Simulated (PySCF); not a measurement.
Mean polarisability (bohr³) of eight silicon and germanium compounds: PBE beside B3LYP, computed with PySCF for isolated molecules in the bases named; differences from unrounded values. The eight are the first of their class met in an unordered collection, after screening for sound electronic states; none was chosen by its value. Each molecule has one DFT geometry for both levels.

```json
[
 {"molecule": "C3H4ClFSi, SMILES [SiH3]C(Cl)=C=CF", "basis": "def2-TZVP", "B3LYP": "80.5", "PBE": "82.9", "difference": "2.4"},
 {"molecule": "3-silyloxypropanenitrile (C3H7NOSi), SMILES C(O[SiH3])CC#N", "basis": "def2-TZVP", "B3LYP": "69.0", "PBE": "71.4", "difference": "2.5"},
 {"molecule": "1-silylprop-2-en-1-one (C₃H₆OSi), SMILES C=CC(=O)[SiH3]", "basis": "def2-TZVP", "B3LYP": "67.8", "PBE": "…", "difference": "…"},
 {"molecule": "C3H8N2Si, SMILES C1N=C[Si@@]1(N)C", "basis": "def2-TZVP", "B3LYP": "72.1", "PBE": "74.7", "difference": "2.6"},
 {"molecule": "CH4ClFOSi2, SMILES F[Si@H]1OC[Si@@H]1Cl", "basis": "def2-TZVP", "B3LYP": "75.2", "PBE": "78.0", "difference": "2.8"},
 {"molecule": "Si(Cl)(OH)(NH2)2 (ClH5N2OSi), SMILES N[Si](N)(O)Cl", "basis": "def2-TZVP", "B3LYP": "52.6", "PBE": "…", "difference": "…"},
 {"molecule": "CH7NOSi3, SMILES O[Si@H]1N=C([SiH3])[SiH2]1", "basis": "def2-TZVP", "B3LYP": "102.9", "PBE": "107.7", "difference": "4.7"},
 {"molecule": "C2H6N2OSi, SMILES C[Si@@H](N)N=C=O", "basis": "def2-TZVP", "B3LYP": "65.0", "PBE": "…", "difference": "…"}
]
```

Some entries are withheld; supply them. (The exact figures need the calculation; the answer reports its results.)


- C2H6N2OSi, SMILES C[Si@@H](N)N=C=O, PBE: 67.5
- C2H6N2OSi, SMILES C[Si@@H](N)N=C=O, difference: 2.5
- Si(Cl)(OH)(NH2)2 (ClH5N2OSi), SMILES N[Si](N)(O)Cl, PBE: 54.7
- Si(Cl)(OH)(NH2)2 (ClH5N2OSi), SMILES N[Si](N)(O)Cl, difference: 2.1
- 1-silylprop-2-en-1-one (C₃H₆OSi), SMILES C=CC(=O)[SiH3], PBE: 70.4
- 1-silylprop-2-en-1-one (C₃H₆OSi), SMILES C=CC(=O)[SiH3], difference: 2.6

PBE lies below B3LYP in 0 and above it in 8 of the eight; the mean signed difference is 2.8 and the largest 4.7 bohr³.
